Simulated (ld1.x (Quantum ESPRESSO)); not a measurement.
# Before and after: TM semilocal potential for arsenic

ld1.x (Quantum ESPRESSO) 7.5 input, shortened:

```
&input
   title='As', zed=33., rel=1, dft='PBESOL', iswitch=3,
   config='[Ar] 3d10 4s2 4p3'
 /
 &inputp
   pseudotype=1, tm=.true., lloc=1,
   nlcc=.true., new_core_ps=.true., rcore=0.90
 /
2
4S  1  0   2.00   0.00  1.65  1.65  0.0
4P  2  1   3.00   0.00  1.70  1.70  0.0
 &test
   configts(1)='4s2 4p3'
 /
```

All-electron outer shells of the reference configuration (PBEsol, scalar-relativistic, ld1.x):

```csv
shell,level (eV),outermost node (bohr),outermost maximum (bohr)
3p,-133.47,0.22,0.52
3d,-40.64,–,0.47
4s,-14.50,0.73,1.61
4p,-5.20,0.78,1.97
```

Change: wave 4p (bound): rc 1.70 bohr becomes 4p (bound): rc 2.48 bohr.

Cutoffs: the cutoffs (Ry, on a coarse ladder) from which the occupation-weighted sum of valence levels, in a spherical-Bessel basis at the reference potential, stays within 10 and 1 mRy of its value at 400 Ry; they do not see the model core or the augmentation charge, which bear on the density cutoff. Errors are all-electron minus pseudo energies relative to the spin-unpolarised reference configuration.

Q: Predict the effect on cutoff, ghosts and configuration errors.

A: The potential gets neither clearly harder nor softer (35 Ry and 50 Ry → 35 Ry and 50 Ry); of the 7 tests that both files solve, the error grows in 3 and shrinks in 2 by more than 15 % and 0.3 meV (median size 20.9 → 3.6 meV); neither file shows a bound ghost. A semilocal file is local in each channel, so a ghost entry of none says nothing of the separable form that plane-wave codes build from it.

```csv
quantity,base,changed
"cutoff, loose",35 Ry,35 Ry
"cutoff, tight",50 Ry,50 Ry
bound ghosts,none,none
"error for 4s2 4p2, meV [ΔE 9.16 eV]",-2.8,-2.5
"error for 4s2 4p1, meV [ΔE 27.10 eV]",-21,-27
"error for 4s2 4p0, meV [ΔE 54.82 eV]",-90,-138
"error for 4s2 4p3.3, meV [ΔE -1.23 eV]",+0.1,+0.2
"error for 4s1 4p0, meV [ΔE 105.45 eV]",-359,-459
"error for 4s1 4p4, meV [ΔE 9.42 eV]",-8.8,-1.6
"error for 4s0 4p5, meV [ΔE 19.07 eV]",-34,-3.6
```
